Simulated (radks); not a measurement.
Values are calculated unless marked as measured or tabulated.
Fractional charge and spin in the 4s shell of rubidium: the spin-up occupation runs from 0 to 1 and the spin-down occupation from 0 to 1; the fullest corner is Rb2+, [Ar] 3d10 4p(up 2.5, down 2.5) 4s(up 1, down 1). Level of theory: scalar-relativistic Kohn-Sham, BLYP, spin-polarised, spherical densities, point nucleus (a radial shooting solver on a logarithmic mesh with Libxc functionals). Energy (eV) minus the two flat planes that join the four corners (they meet along the diagonal where the two added fractions sum to one electron); zero is where a piecewise linear energy would lie.

| down \ up | 0 | 0.5 | 1 |
|---|---|---|---|
| 0 | 0.000 | -1.830 | 0.000 |
| 0.5 | -1.830 | 0.301 | -1.728 |
| 1 | 0.000 | -1.728 | 0.000 |

Corners above the fullest one (they belong to Rb3+ and the next ion): (up 1, down 0) 57.065 eV, (up 0, down 1) 57.065 eV, (up 0, down 0) 129.57 eV. With half an added electron in each spin the energy lies 0.301 eV from the planes, and with half an added electron in spin up alone -1.830 eV. The planes are only a guide here: the flat-plane condition holds for ground states with one frontier orbital, while this shell lies below other occupied shells, so the corners above the fullest one are inner-hole states and not the ground states of those ions.
